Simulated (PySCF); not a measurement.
Species: C4H13BS.
SMILES with atom numbers: `[CH3:1][BH2-:2][S@@+:3]([CH3:4])[CH2:5][CH3:6]` (hydrogens: H7, H8, H9 on C1; H10, H11 on B2; H12, H13, H14 on C4; H15, H16 on C5; H17, H18, H19 on C6)

Cartesian coordinates in Å at the PBE0-D3(BJ)/def2-SVP level; atoms count from 1:
```xyz
19
C4H13BS angstrom
C     -2.794   -0.209    0.179
B     -1.635    0.621   -0.564
S      0.089    0.205    0.320
C      0.432   -1.493   -0.167
C      1.264    1.115   -0.716
C      2.710    0.955   -0.297
H     -2.884    0.021    1.254
H     -3.759    0.063   -0.282
H     -2.706   -1.304    0.074
H     -1.417    0.318   -1.734
H     -1.663    1.834   -0.380
H      1.433   -1.797    0.165
H      0.323   -1.592   -1.256
H     -0.320   -2.118    0.331
H      0.923    2.157   -0.627
H      1.080    0.805   -1.757
H      3.055   -0.086   -0.391
H      3.355    1.572   -0.941
H      2.864    1.274    0.745
```

All values: CAM-B3LYP/def2-SVPD (PySCF, non-relativistic), on one gas-phase PBE0-D3(BJ)/def2-SVP geometry that isn't relaxed in the solvent. The solvent is an IEF-PCM continuum (cavity from Bondi-type radii × 1.2). Specific hydrogen bonds and non-electrostatic terms are outside this model.

Gas phase at CAM-B3LYP/def2-SVPD: HOMO -8.92 eV, LUMO 0.96 eV, dipole 4.65 D.

Task: What does the continuum do to the energy, the frontier levels and the dipole at CAM-B3LYP/def2-SVPD in acetone and dimethylsulfoxide?

Result: 
```csv
solvent,ε,E(solvent) − E(gas) (kJ/mol),polarisation term (kJ/mol),distortion of the solute (kJ/mol),HOMO (eV),LUMO (eV),dipole (D)
acetone,20.49,-24.87,-30.04,5.17,-9.02,1.28,5.98
dimethylsulfoxide,46.83,-26.03,-31.72,5.69,-9.02,1.28,6.04
```

The first energy column is the sum of the next two and covers electrostatics alone. The atom shares or the degeneracy of the HOMO differ from the gas phase in acetone and dimethylsulfoxide, so that column needn't follow one orbital. The atom shares or the degeneracy of the LUMO differ from the gas phase in acetone and dimethylsulfoxide, so that column needn't follow one orbital. From acetone to dimethylsulfoxide the lowering changes by a factor 1.05, Onsager's factor (ε − 1)/(2ε + 1) by 1.04 and ε itself by 2.3.

Task: Which radius a makes the point-dipole formula ΔE = −[(ε − 1)/(2ε + 1)]·μ²/a³ give the value in dimethylsulfoxide, with the gas-phase dipole?

Result: μ = 1.830 au and |ΔE| = 0.00991 Eh give a = 2.89 Å; the farthest nucleus lies 3.78 Å from the centroid of the nuclei, so such a sphere wouldn't even hold the nuclei. The formula assumes a rigid point dipole at the centre of a sphere.

Task: Give the dipole vector in the frame of the coordinates (D, pointing from negative to positive charge), gas and dimethylsulfoxide.

Result: Gas (4.47, -1.29, 0.13), solvent (5.72, -1.93, 0.21). Its length changes by +30 % and its direction by 3°.

Task: How does the static polarisability (CAM-B3LYP/def2-SVPD, frozen core, with the continuum's full static response) change?

Result: 
```
           medium  isotropic (au)  principal values (au)  ⟨r²⟩ of the electrons (bohr²)
              gas            90.7      76.5, 88.2, 107.4                         1014.8
          acetone           122.5    109.9, 122.7, 134.8                         1015.4
dimethylsulfoxide           124.5    112.4, 124.9, 136.2                         1015.4
```

The isotropic value in dimethylsulfoxide is 1.37 times the gas-phase one; no cavity-field correction is applied. ⟨r²⟩ is taken about the centre of nuclear charge.
